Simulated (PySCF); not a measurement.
C₂H₂N (SMILES [CH2]C#N), doublet, geometry from GFN2-xTB; PySCF with B3LYP/6-31G.

Input for PySCF:
```python
from pyscf import gto, scf, dft

mol = gto.Mole()
mol.atom = '''
    C    -1.173721    0.034681    0.008561
    C     0.180106   -0.005322   -0.001314
    N     1.342186   -0.039659   -0.009789
    H    -1.689225    0.977460    0.039575
    H    -1.744385   -0.876005   -0.014531
'''
mol.basis = '6-31g'
mol.charge = 0
mol.spin = 1
mol.verbose = 5
mol.build()

mf = dft.UKS(mol)
mf.xc = 'b3lyp'
mf.kernel()
```

Question: Predict the main parts of the log of this PySCF run.

Answer: 
```
PySCF version 2.14.0

[INPUT] verbose = 5
[INPUT] max_memory = 4000
[INPUT] num. atoms = 5
[INPUT] num. electrons = 21
[INPUT] charge = 0
[INPUT] spin (= nelec alpha-beta = 2S) = 1
[INPUT] symmetry False subgroup None
[INPUT] Mole.unit = angstrom
[INPUT] Symbol           X                Y                Z      unit          X                Y                Z       unit  Magmom
[...]
[INPUT] ---------------- BASIS SET ----------------
[INPUT] l, kappa, [nprim/nctr], expnt,             c_1 c_2 ...
[INPUT] C
[...]
                                457.36951         0.0140373
                                103.94869         0.0688426
                                29.210155         0.2321844
                                9.286663          0.4679413
                                3.163927          0.362312
[...]
                                1.8812885         -0.1608542
                                0.5442493         1.1434564
[...]
                                1.8812885         0.316424
                                0.5442493         0.7443083
[...]
[INPUT] N
[...]
                                627.4579          0.013995
                                142.9021          0.068587
                                40.23433          0.232241
                                12.82021          0.46907
                                4.390437          0.360455
[...]
                                2.71628           -0.169118
                                0.772218          1.145852
[...]
                                2.71628           0.323907
                                0.772218          0.740895
[...]
[INPUT] H
[...]
                                2.8253937         0.23472695
                                0.6401217         0.81375733
[...]
nuclear repulsion = 53.527070372302
number of shells = 19
number of NR pGTOs = 74
number of NR cGTOs = 31
basis = 6-31g
ecp = {}

******** <class 'pyscf.dft.uks.UKS'> ********
method = UKS
initial guess = minao
damping factor = 0
level_shift factor = 0
DIIS = <class 'pyscf.scf.diis.CDIIS'>
diis_start_cycle = 1
diis_space = 8
diis_damp = 0
SCF conv_tol = 1e-09
SCF conv_tol_grad = None
SCF max_cycles = 50
direct_scf = True
direct_scf_tol = 1e-13
number electrons alpha = 11  beta = 10
XC library pyscf.dft.libxc version 7.1.2
    S. Lehtola, C. Steigemann, M. J. T. Oliveira, and M. A. L. Marques,  SoftwareX 7, 1–5 (2018)
XC functionals = b3lyp
    P. J. Stephens, F. J. Devlin, C. F. Chabalowski, and M. J. Frisch,  J. Phys. Chem. 98, 11623 (1994)
radial grids:
    Treutler-Ahlrichs [JCP 102, 346 (1995); DOI:10.1063/1.469408] (M4) radial grids

becke partition: Becke, JCP 88, 2547 (1988); DOI:10.1063/1.454033
pruning grids: <function nwchem_prune>
grids dens level: 3
symmetrized grids: False
atomic radii adjust function: <function treutler_atomic_radii_adjust>
small_rho_cutoff = 0
Set gradient conv threshold to 3.16228e-05
atom C rad-grids = 75, ang-grids = [ 50  50  50  50  50  50  50  50  50  50  50  50  50  50  50  50  50  50
  50  50  50  50  86  86  86  86  86  86  86  86  86  86 266 266 266 266
 266 266 302 302 302 302 302 302 302 302 302 302 302 302 302 302 302 302
 302 302 302 302 266 266 266 266 266 266 266 266 266 266 266 266 266 266
 266 266 266]
atom N rad-grids = 75, ang-grids = [ 50  50  50  50  50  50  50  50  50  50  50  50  50  50  50  50  50  50
  50  50  50  50  50  86  86  86  86  86  86  86  86  86  86 266 266 266
 266 266 266 266 302 302 302 302 302 302 302 302 302 302 302 302 302 302
 302 302 302 302 302 302 266 266 266 266 266 266 266 266 266 266 266 266
 266 266 266]
atom H rad-grids = 50, ang-grids = [ 50  50  50  50  50  50  50  50  50  50  50  50  50  50  50  86  86  86
  86 266 266 266 266 266 302 302 302 302 302 302 302 302 302 302 302 302
 302 266 266 266 266 266 266 266 266 266 266 266 266 266]
tot_boxes 1512, boxes in each direction [12 10  7]
Padding 6 grids
tot grids = 61760
nelec by numeric integration = [10.49530748 10.49530748]
[...]
   0.62560133   0.66056805   0.67814618   0.74786251   0.83188436
   0.84936055   0.92913198   0.99666424   1.07130683   1.19309445
   1.69498352]
multiplicity <S^2> = 0.76768447  2S+1 = 2.017607
nelec by numeric integration = [10.99999893 10.00000024]
E1 = -282.7803908198374  E2 = 97.19986529694248  Ecoul = 115.63107843713796  Exc = -18.43121314019549
cycle= 9 E= -132.053455150593  delta_E= -2.25e-07  |g|= 4.58e-05  |ddm|= 0.00123
  alpha mo_energy =
[-14.36428595 -10.24863807 -10.23949756  -0.95278264  -0.79030295
  -0.54023261  -0.49599217  -0.40569156  -0.37438064  -0.34819716
  -0.26186339   0.01854051   0.08001705   0.09336122   0.1834886
   0.23141264   0.28088169   0.49311478   0.54205422   0.60238869
   0.60405601   0.65037846   0.67406712   0.73902296   0.80585915
   0.84267571   0.91899857   0.99536669   1.05730982   1.18507585
   1.68182996]
  beta  mo_energy =
[-14.35567262 -10.24292139 -10.23681207  -0.93928199  -0.76165889
  -0.53104879  -0.48865011  -0.37219348  -0.35992448  -0.3426065
  -0.12688158   0.02100263   0.10414012   0.11222949   0.18798966
   0.23692032   0.28640616   0.52454402   0.53908459   0.6131256
   0.62560347   0.66057518   0.67814136   0.74786811   0.83188378
   0.84936828   0.92914757   0.99667592   1.07130615   1.1930931
   1.69498283]
multiplicity <S^2> = 0.76770595  2S+1 = 2.0176283
nelec by numeric integration = [10.99999893 10.00000024]
E1 = -282.7804185412742  E2 = 97.19989301451582  Ecoul = 115.63111035424106  Exc = -18.43121733972524
cycle= 10 E= -132.053455154456  delta_E= -3.86e-09  |g|= 6.53e-06  |ddm|= 0.000158
  alpha mo_energy =
[-14.3642862  -10.24863803 -10.23949769  -0.95278147  -0.79030299
  -0.54023319  -0.49599267  -0.40569048  -0.37438171  -0.34819734
  -0.26186444   0.01854023   0.08001805   0.09336019   0.18348848
   0.23141351   0.28088117   0.49311455   0.54205537   0.60238909
   0.60405555   0.6503775    0.67406758   0.73902269   0.8058595
   0.84267527   0.91899683   0.99536487   1.0573101    1.18507631
   1.68182989]
  beta  mo_energy =
[-14.35567235 -10.24292176 -10.23681261  -0.93928091  -0.76165884
  -0.53104973  -0.48865078  -0.37219372  -0.35992523  -0.34260573
  -0.12688063   0.02100309   0.10414019   0.11222904   0.18798908
   0.23692001   0.28640571   0.52454455   0.53908479   0.61312487
   0.62560385   0.66057548   0.67814143   0.74786859   0.83188344
   0.84936775   0.92914713   0.9966764    1.07130645   1.19309348
   1.69498294]
multiplicity <S^2> = 0.76770715  2S+1 = 2.0176294
nelec by numeric integration = [10.99999893 10.00000024]
E1 = -282.7804190768917  E2 = 97.19989355005856  Ecoul = 115.63111250547578  Exc = -18.431218955417215
cycle= 11 E= -132.053455154531  delta_E= -7.47e-11  |g|= 2.04e-06  |ddm|= 1.81e-05
  alpha mo_energy =
[-14.36428428 -10.24863882 -10.23949798  -0.95278068  -0.79030364
  -0.5402337   -0.49599318  -0.40569018  -0.37438056  -0.34819684
  -0.26186451   0.01854044   0.08001832   0.09335981   0.18348823
   0.23141341   0.28088096   0.49311405   0.54205523   0.60238901
   0.60405564   0.65037717   0.67406796   0.73902301   0.80586033
   0.84267506   0.91899634   0.99536463   1.05731005   1.18507632
   1.68183057]
  beta  mo_energy =
[-14.3556705  -10.24292217 -10.2368134   -0.93928042  -0.76165938
  -0.53105019  -0.48865119  -0.37219379  -0.35992416  -0.34260535
  -0.12688065   0.0210033    0.10413995   0.11222902   0.18798884
   0.23691994   0.28640549   0.52454428   0.53908456   0.61312505
   0.62560362   0.66057536   0.6781417    0.7478689    0.83188396
   0.84936756   0.92914688   0.99667646   1.07130639   1.19309345
   1.69498351]
multiplicity <S^2> = 0.76770703  2S+1 = 2.0176293
nelec by numeric integration = [10.99999893 10.00000024]
E1 = -282.7804167206738  E2 = 97.19989119384631  Ecoul = 115.63110917638208  Exc = -18.43121798253577
Extra cycle  E= -132.053455154526  delta_E= 5.63e-12  |g|= 4.55e-06  |ddm|= 6.59e-06
converged SCF energy = -132.053455154526  <S^2> = 0.76770703  2S+1 = 2.0176293
```
